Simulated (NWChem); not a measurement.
System: H2S2 cation, doublet; SMILES of the neutral closed-shell parent SS

Here is an NWChem input.

```
start job
memory heap 200 mb stack 900 mb global 1100 mb
charge 1
geometry units angstroms noautoz
  S      0.069173    -1.001654     0.000000
  S     -0.069173     1.001654     0.000000
  H     -1.281392    -1.190535     0.000000
  H      1.281392     1.190535     0.000000
end
basis spherical
  * library def2-tzvp
end
dft
  odft
  mult 2
  xc pw6b95
  iterations 150
  mulliken
end
task dft energy
```

NWChem printed, in part:

```
             Northwest Computational Chemistry Package (NWChem) 7.3.0
             --------------------------------------------------------

 C2H symmetry detected

                             Geometry "geometry" -> ""
                             -------------------------

 Output coordinates in angstroms (scale by  1.889725989 to convert to a.u.)

  No.       Tag          Charge          X              Y              Z
 ---- ---------------- ---------- -------------- -------------- --------------
    1 S                   16.0000     0.04775441    -1.00290336     0.00000000
    2 S                   16.0000    -0.04775441     1.00290336     0.00000000
    3 H                    1.0000    -1.30653815    -1.16288310     0.00000000
    4 H                    1.0000     1.30653815     1.16288310     0.00000000

 Effective nuclear repulsion energy (a.u.)      86.7906733194

      Symmetry information
      --------------------

 Group name             C2h
 Group number             21
 Group order               4
 No. of unique centers     2

                                 NWChem DFT Module
                                 -----------------

 Summary of "ao basis" -> "ao basis" (spherical)
 ------------------------------------------------------------------------------
       Tag                 Description            Shells   Functions and Types
 ---------------- ------------------------------  ------  ---------------------
 S                         def2-tzvp                13       37   5s5p2d1f
 H                         def2-tzvp                 4        6   3s1p

      Symmetry analysis of basis
      --------------------------

        ag         30
        au         13
        bg         13
        bu         30

            General Information
            -------------------
          SCF calculation type: DFT
          Wavefunction type:  spin polarized.
          No. of atoms     :     4
          No. of electrons :    33
           Alpha electrons :    17
            Beta electrons :    16
          Charge           :     1
          Spin multiplicity:     2
          Use of symmetry is: on ; symmetry adaption is: on
          Maximum number of iterations: 150
          AO basis - number of functions:    86
                     number of shells:    34
          Convergence on energy requested:  1.00D-06
          Convergence on density requested:  1.00D-05
          Convergence on gradient requested:  5.00D-04

              XC Information
              --------------
                       PW6B95 Method XC Functional
                     Hartree-Fock (Exact) Exchange  0.280
                    PW6B95 GGA Exchange Functional  0.720
                      PW6B95 Correlation Potential  1.000

             Grid Information
             ----------------
          Grid used for XC integration:  medium
          Radial quadrature: Mura-Knowles
          Angular quadrature: Lebedev.
          Tag              B.-S. Rad. Rad. Pts. Rad. Cut. Ang. Pts.
          ---              ---------- --------- --------- ---------
          S                   1.00       88           9.0       590
          H                   0.35       45          10.0       434
          Grid pruning is: on
          Number of quadrature shells:   133
          Spatial weights used:  Erf1

      Superposition of Atomic Density Guess
      -------------------------------------

 Sum of atomic energies:        -795.95862108

 Renormalizing density from      34.00 to     33

      Non-variational initial energy
      ------------------------------

 Total energy =    -781.572868
 1-e energy   =   -1235.177380
 2-e energy   =     366.813839
 HOMO         =      -0.599014
 LUMO         =      -0.376873

   Symmetry analysis of molecular orbitals - initial alpha
   -------------------------------------------------------

  Numbering of irreducible representations:

     1 ag          2 au          3 bg          4 bu

  Orbital symmetries:

     1 bu          2 ag          3 ag          4 bu          5 ag
     6 bu          7 ag          8 bu          9 au         10 bg
    11 ag         12 bu         13 bu         14 ag         15 au
    16 ag         17 bg         18 bu         19 ag         20 bu
    21 bu         22 ag         23 ag         24 au         25 bu
    26 bg         27 bu

   Symmetry analysis of molecular orbitals - initial beta
   ------------------------------------------------------

  Numbering of irreducible representations:

     1 ag          2 au          3 bg          4 bu

  Orbital symmetries:

     1 bu          2 ag          3 ag          4 bu          5 ag
     6 bu          7 ag          8 bu          9 au         10 bg
    11 ag         12 bu         13 bu         14 ag         15 au
    16 ag         17 bg         18 bu         19 ag         20 bu
    21 bu         22 ag         23 ag         24 au         25 bu
    26 bg         27 bu

     ---------------------------------------------
      Total Density - Mulliken Population Analysis
     ---------------------------------------------

    Atom       Charge   Shell Charges
 -----------   ------   -------------------------------------------------------
    1 S   16    15.90   2.01  0.51  1.46  1.27  0.62  4.28  1.61  0.98  2.33  0.72  0.03  0.08  0.01
    2 S   16    15.90   2.01  0.51  1.46  1.27  0.62  4.28  1.61  0.98  2.33  0.72  0.03  0.08  0.01
    3 H    1     0.60   0.17  0.34  0.07  0.02
    4 H    1     0.60   0.17  0.34  0.07  0.02

     --------------------------------------------
      Spin Density - Mulliken Population Analysis
     --------------------------------------------

    Atom       Charge   Shell Charges
 -----------   ------   -------------------------------------------------------
    1 S   16     0.50   0.00  0.00  0.00  0.00  0.00  0.02 -0.01  0.11  0.28  0.09  0.00  0.00  0.00
    2 S   16     0.50   0.00  0.00  0.00  0.00  0.00  0.02 -0.01  0.11  0.28  0.09  0.00  0.00  0.00
    3 H    1     0.00   0.00  0.00  0.00  0.00
    4 H    1     0.00   0.00  0.00  0.00  0.00

   convergence    iter        energy       DeltaE   RMS-Dens  Diis-err
 ---------------- ----- ----------------- --------- --------- ---------
 d= 0,ls=0.0,diis     1   -797.8300892145 -8.85D+02  5.12D-03  8.76D-01
                                                     5.23D-03  9.02D-01
 d= 0,ls=0.0,diis     2   -797.8952121729 -6.51D-02  2.69D-03  1.67D-01
                                                     2.52D-03  1.59D-01
 d= 0,ls=0.0,diis     3   -797.9267707384 -3.16D-02  6.61D-04  5.52D-03
                                                     6.56D-04  5.16D-03
 d= 0,ls=0.0,diis     4   -797.9294183021 -2.65D-03  1.24D-04  4.37D-04
                                                     1.24D-04  4.26D-04
 d= 0,ls=0.0,diis     5   -797.9296506177 -2.32D-04  2.92D-05  9.17D-06
                                                     2.06D-05  5.30D-06
  Resetting Diis
 d= 0,ls=0.0,diis     6   -797.9296547777 -4.16D-06  4.37D-06  1.02D-07
                                                     5.55D-06  1.74D-07
 d= 0,ls=0.0,diis     7   -797.9296549602 -1.82D-07  5.61D-07  3.38D-09
                                                     7.49D-07  5.04D-09

         Total DFT energy =     -797.929654960183
      One electron energy =    -1264.516944045845
           Coulomb energy =      432.283344279427
    Exchange-Corr. energy =      -52.486728513160
 Nuclear repulsion energy =       86.790673319396

 Numeric. integr. density =       32.999995019127

                  Occupations of the irreducible representations
                  ----------------------------------------------

                     irrep           alpha         beta
                     --------     --------     --------
                     ag                7.0          7.0
                     au                2.0          2.0
                     bg                2.0          1.0
                     bu                6.0          6.0

                    DFT Final Alpha Molecular Orbital Analysis
                    ------------------------------------------

 Vector   15  Occ=1.000000D+00  E=-6.418272D-01  Symmetry=au
              MO Center=  1.1D-15,  5.5D-15, -5.4D-15, r^2= 2.0D+00
   Bfn.  Coefficient  Atom+Function         Bfn.  Coefficient  Atom+Function
  ----- ------------  ---------------      ----- ------------  ---------------
    17      0.400809  1 S  pz                54      0.400809  2 S  pz
    14      0.175538  1 S  pz                51      0.175538  2 S  pz
    20      0.163148  1 S  pz                57      0.163148  2 S  pz
     8     -0.142328  1 S  pz                45     -0.142328  2 S  pz
    11     -0.067169  1 S  pz                48     -0.067169  2 S  pz

 Vector   16  Occ=1.000000D+00  E=-6.241493D-01  Symmetry=ag
              MO Center=  1.9D-15, -8.1D-16,  4.6D-15, r^2= 2.8D+00
   Bfn.  Coefficient  Atom+Function         Bfn.  Coefficient  Atom+Function
  ----- ------------  ---------------      ----- ------------  ---------------
    15      0.257406  1 S  px                52     -0.257406  2 S  px
    16     -0.248521  1 S  py                53      0.248521  2 S  py
     4      0.198558  1 S  s                 41      0.198558  2 S  s
     5      0.195493  1 S  s                 42      0.195493  2 S  s
    76     -0.137766  3 H  s                 82     -0.137766  4 H  s

[...]
```

Level: PW6B95/def2-TZVP, spin-unrestricted. In the optimisation the excess spin sits in bg (C2h, its own frame). Geometry: optimised at PBE0/def2-SVP, spin-unrestricted. The spin multiplicity was typed, not searched, and may not be the lowest. No stability test was run on the SCF state.
